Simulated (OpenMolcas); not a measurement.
## Kr3+: input and output

Input:

```
&GATEWAY
Coord
1

Kr 0.0 0.0 0.0
Basis=ANO-RCC-VTZP
Group=XYZ
NoMove
AngMom=0.0 0.0 0.0
AMFI
&SEWARD
&RASSCF
FileOrb=start.orb
Symmetry=2
Spin=4
nActEl=5 0 0
Inactive=8 6
Ras2=1 3
CIRoot=1 1 1
SDav=1
CIMx=300
Iter=120 100
PrWF=0.3
OrbListing=Nothing
MaxOrb=0
Atom
>>> COPY $Project.JobIph JOBPRE
&RASSCF
FileOrb=start.orb
Symmetry=2
Spin=4
nActEl=5 0 0
Inactive=8 6
Ras2=2 6
CIRoot=1 1 1
SDav=234
CIMx=300
Iter=120 100
PrWF=0.3
OrbListing=Nothing
MaxOrb=0
Atom
>>> COPY $Project.JobIph JOB001
&RASSCF
FileOrb=start.orb
Symmetry=2
Spin=2
nActEl=5 0 0
Inactive=8 6
Ras2=2 6
CIRoot=8 8 1
SDav=516
CIMx=300
Iter=120 100
PrWF=0.3
OrbListing=Nothing
MaxOrb=0
Atom
>>> COPY $Project.JobIph JOB002
&RASSCF
FileOrb=start.orb
Symmetry=1
Spin=4
nActEl=5 0 0
Inactive=8 6
Ras2=2 6
CIRoot=3 3 1
SDav=270
CIMx=300
Iter=120 100
PrWF=0.3
OrbListing=Nothing
MaxOrb=0
Atom
>>> COPY $Project.JobIph JOB003
&RASSCF
FileOrb=start.orb
Symmetry=1
Spin=2
nActEl=5 0 0
Inactive=8 6
Ras2=2 6
CIRoot=6 6 1
SDav=492
CIMx=300
Iter=120 100
PrWF=0.3
OrbListing=Nothing
MaxOrb=0
Atom
>>> COPY $Project.JobIph JOB004
&RASSI
NrOfJobIphs=4 1 8 3 6
1
1 2 3 4 5 6 7 8
1 2 3
1 2 3 4 5 6
IphNames
JOB001
JOB002
JOB003
JOB004
EJob
SpinOrbit
DIPRint=1.0
SOCoupling=1000.0
Subsets=2
MEES
Property=10
'ANGMOM' 1 'ANGMOM' 2 'ANGMOM' 3 'MLTPL  1' 1 'MLTPL  1' 2 'MLTPL  1' 3
'AMFI' 1 'AMFI' 2 'AMFI' 3 'MLTPL  2' 6
SOProperty=3
'ANGMOM' 1 'ANGMOM' 2 'ANGMOM' 3
```

Launched by
```bash
OMP_NUM_THREADS=1 MOLCAS_MEM=2252 MOLCAS_PROJECT=a pymolcas a.inp > a.log  # once for each step of the input, in one work folder
```

A driver script runs the steps one by one and writes start.orb anew before each from the orbitals found so far.

Output, cut to the results:

```
--- SEWARD ---
Basis set label: KR.ANO-RCC...6S5P3D1F.

      Electronic valence basis set:
      ------------------
      Associated Effective Charge  36.000000 au
      Associated Actual Charge     36.000000 au
      Nuclear Model: Point charge

      Shell  nPrim  nBasis  Cartesian Spherical Contaminant
         s      20       6        X
         p      17       5        X
         d      11       3                 X
         f       4       1                 X
                  Relativistic Douglas-Kroll-Hess integrals:
                    - DKH order of Hamiltonian: 2
                    - DKH order of Properties : 0
                  Atomic mean-field integrals
--- RASSCF ---
Wave function specifications:
      -----------------------------

      Number of closed shell electrons          28
      Number of electrons in active shells       5
      Max number of holes in RAS1 space          0
      Max nr of electrons in RAS3 space          0
      Number of inactive orbitals               14
      Number of active orbitals                  8
      Number of secondary orbitals              21
      Spin quantum number                      1.5
      State symmetry                             2
Orbital specifications:
      -----------------------

      Symmetry species                           1   2
                                                ag  au
      Frozen orbitals                            0   0
      Inactive orbitals                          8   6
      Active orbitals                            2   6
      RAS1 orbitals                              0   0
      RAS2 orbitals                              2   6
      RAS3 orbitals                              0   0
      Secondary orbitals                        11  10
      Deleted orbitals                           0   0
      Number of basis functions                 21  22
      Number of CSFs                           234
      Number of root(s) required                 1
      Iter CI   SX   CI       RASSCF       Energy    max ROT     max BLB   max BLB  Level Ln srch  Step   QN
          iter iter root      energy       change     param      element    value   shift minimum  type update
 Nr of preliminary CI iterations:   1
      Total energies have been shifted. Add                -2000.00 au
        1   1    5    1  -785.45463505    0.00E+00  -4.12E-01*   9  11 1 -5.97E-03*  0.00   0.00    SX    NO
        2   1    5    1  -785.45796979   -3.33E-03*  9.97E-02    3  10 1  1.56E-03*  0.00   0.00    SX    NO
        3   1    5    1  -785.45827428   -3.04E-04* -4.11E-02    9  11 1  9.25E-04*  0.00   0.00    SX    NO
        4   1    5    1  -785.45831590   -4.16E-05* -1.60E-02    9  11 1  7.90E-04*  0.00   0.00    SX    NO
        5   1    5    1  -785.45832184   -5.94E-06* -9.40E-03    9  11 1  4.07E-04*  0.00   1.60    LS   YES
        6   1    4    1  -785.45832282   -9.89E-07* -5.19E-04    9  11 1  1.89E-04*  0.00   1.04    QN   YES
        7   1    4    1  -785.45832283   -1.06E-08* -1.19E-04    9  11 1  4.39E-05   0.00   1.22    QN   YES
        8   1    3    1  -785.45832284   -1.02E-09  -3.71E-05    9  11 1 -1.01E-05   0.00   0.85    QN   YES
      Convergence after  8 iterations
        9   1    3    1  -785.45832284   -4.73E-11  -3.71E-05    5  13 1 -2.30E-06   0.00   0.85    QN   YES
      Natural orbitals and occupation numbers for root  1
      sym 1:   1.997023   0.001627
      sym 2:   0.999455   0.999455   0.999455   0.000995   0.000995   0.000995
::    RASSCF root number  1 Total energy:  -2785.45832284
--- RASSCF ---
Wave function specifications:
      -----------------------------

      Number of closed shell electrons          28
      Number of electrons in active shells       5
      Max number of holes in RAS1 space          0
      Max nr of electrons in RAS3 space          0
      Number of inactive orbitals               14
      Number of active orbitals                  8
      Number of secondary orbitals              21
      Spin quantum number                      0.5
      State symmetry                             2
Orbital specifications:
      -----------------------

      Symmetry species                           1   2
                                                ag  au
      Frozen orbitals                            0   0
      Inactive orbitals                          8   6
      Active orbitals                            2   6
      RAS1 orbitals                              0   0
...
--- RASSI ---
SPIN-FREE ENERGIES:
  (Shifted by EMIN (a.u.) =      -2785.4583228358)

 SF State       Relative EMIN(au)   Rel lowest level(eV)    D:o, cm**(-1)      L_eff

     1             0.0000000000        0.0000000000              0.0000         0.0
     2             0.1024674200        2.7882805421          22488.9992         2.0
     3             0.1024674200        2.7882805421          22488.9992         2.0
     4             0.1024674200        2.7882805421          22488.9992         2.0
     5             0.1024674200        2.7882805421          22488.9992         2.0
     6             0.1024674200        2.7882805421          22488.9992         2.0
     7             0.1453357229        3.9547864909          31897.5042         1.0
     8             0.1453357229        3.9547864909          31897.5042         1.0
     9             0.1453357229        3.9547864909          31897.5042         1.0
    10             0.5718245639       15.5601390735         125500.9854         1.0
    11             0.5718245639       15.5601390735         125500.9854         1.0
    12             0.5718245639       15.5601390735         125500.9854         1.0
    13             0.7680644510       20.9000984377         168570.6622         2.0
    14             0.7680644510       20.9000984377         168570.6622         2.0
    15             0.7680644510       20.9000984377         168570.6622         2.0
    16             0.7680644510       20.9000984377         168570.6622         2.0
    17             0.7680644510       20.9000984377         168570.6622         2.0
    18             0.8682972645       23.6275722398         190569.2220         0.0
     Dipole printing threshold changed to   1.00000000E+00

++ Dipole transition strengths (spin-free states):
   -----------------------------------------------
     for osc. strength at least  1.00000000E+00

  ( Max oscillator strength is only   0.32402335005140998      )
--
Eigenvalues of complex Hamiltonian:
...
```

Levels above the lowest, from the spin-orbit matrix, grouped by J:

```csv
Configuration,Term,J,E (cm⁻¹),Measured (cm⁻¹),g,Term weight %,Second
4s² 4p³,⁴S°,3/2,0.0,0.0,1.991,98,
4s² 4p³,²D°,3/2,21257,17038,0.872,87,13 ²P°
4s² 4p³,²D°,5/2,23019,18700,1.200,100,
4s² 4p³,²P°,1/2,32441,31056,0.666,100,
4s² 4p³,²P°,3/2,34613,33406,1.273,86,13 ²D°
4s 4p⁴,⁴P,5/2,123938,118762,1.600,100,
4s 4p⁴,⁴P,3/2,127241,122426,1.734,100,
4s 4p⁴,⁴P,1/2,128811,124110,2.667,99,
```

Against the 7 measured excited levels shown (Saloman, J. Phys. Chem. Ref. Data 36, 215 (2007)) the mean absolute deviation is 3700 cm-1; the largest miss in energy is 4s 4p⁴ ⁴P_5/2: computed 123938, measured 118762 cm⁻¹ (+4.4 %), and the largest in proportion 4s² 4p³ ²D°_3/2 (+24.8 %).

Active for correlation alone: 5p 5s; no level in the range computed is led by a configuration that fills them, so any true level of that kind is missing. Terms of s pⁿ other than that of highest spin mix with s² pⁿ⁻² d, which this space lacks; all of them can be thousands of cm-1 off, and some have no real level of that name. Measured partners are found by configuration, term and J. A level has none where our copy of the source lacks it or the pairing is in doubt (some pairs that miss far off the trend of their configuration count as doubtful), and it then counts in no deviation. Only configurations of the active space appear. The first state left out of the spin-orbit step lies near 210000 cm-1 above the lowest spin-free state of the reference (among the parities and spins computed), and the list stops at four fifths of that energy or lower.

The RASSCF and RASSI steps took 12 s on 1 thread of Intel(R) Xeon(R) 6975P-C (Granite Rapids), with other jobs on the host; the integral step is not counted.

The term weight is that of the spin-free term in the level, not the purity of its configuration. ° marks odd parity.
